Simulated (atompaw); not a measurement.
## niobium (Nb): one change to a PAW (atompaw) potential, before and after

```json
{"Element": "niobium", "Generator": "atompaw 4.2.0.5", "Type": "PAW", "Functional": "PBE", "Relativity": "scalar-relativistic", "Frozen core": "[Ar] 3d10", "Valence charge": "13", "Reference configuration": "4s2 4p6 4d2 5s0 5p0 (charge +3)", "Partial waves": "4s (bound): rc 1.40 bohr; 5s (bound, empty): rc 2.35 bohr; 4p (bound): rc 1.95 bohr; 5p (bound, empty): rc 2.10 bohr; 4d (bound): rc 2.35 bohr; 4d channel at -1 Ry: rc 2.35 bohr", "Local potential": "bessel scheme, radius 1.60 bohr", "Core correction": "smooth core density matched at 2.20 bohr", "Augmentation charge": "besselshape compensation charge, radius 2.30 bohr; PAW radius 2.35 bohr; waves and projectors: custom polynom2 7 10 vanderbiltortho"}
```

All-electron outer shells of the reference configuration (PBE, scalar-relativistic, ld1.x):

| shell | level (eV) | outermost node (bohr) | outermost maximum (bohr) |
| --- | --- | --- | --- |
| 3d | -227.70 | – | 0.33 |
| 4s | -88.94 | 0.53 | 1.02 |
| 4p | -64.63 | 0.54 | 1.12 |
| 4d | -30.60 | 0.55 | 1.40 |
| 5s | -25.56 | 1.36 | 2.58 |
| 5p | -19.88 | 1.53 | 3.00 |

Change: all radii scaled by about 1.25 (s 1.74, p 2.44, d 2.94 bohr); local potential bessel scheme, radius 2.00 bohr; augmentation besselshape compensation charge, radius 2.86 bohr; PAW radius 2.94 bohr; waves and projectors: custom polynom2 7 10 vanderbiltortho; core correction smooth core density matched at 2.74 bohr.

Cutoffs: the cutoffs (Ry, on a coarse ladder) from which the occupation-weighted sum of valence levels, in a spherical-Bessel basis at the reference potential, stays within 10 and 1 mRy of its value at 400 Ry; they do not see the model core or the augmentation charge, which bear on the density cutoff.

Problem. What does the change do?

Solution. The potential gets harder (25 Ry and 40 Ry → 30 Ry and 60 Ry); neither file shows a bound ghost.

| quantity | base | changed |
| --- | --- | --- |
| cutoff, loose | 25 Ry | 30 Ry |
| cutoff, tight | 40 Ry | 60 Ry |
| loose cutoff by channel (10 mRy a level) | s 12 Ry, p 18 Ry, d 18 Ry | s 15 Ry, p 15 Ry, d 12 Ry |
| bound ghosts | none | none |
| lowest overlap eigenvalue by channel | s 0.45, p 0.87, d 0.90 | s 0.36, p 0.76, d 0.93 |

 The cutoffs see the waves, projectors and local potential, not the compensation charge or the core.
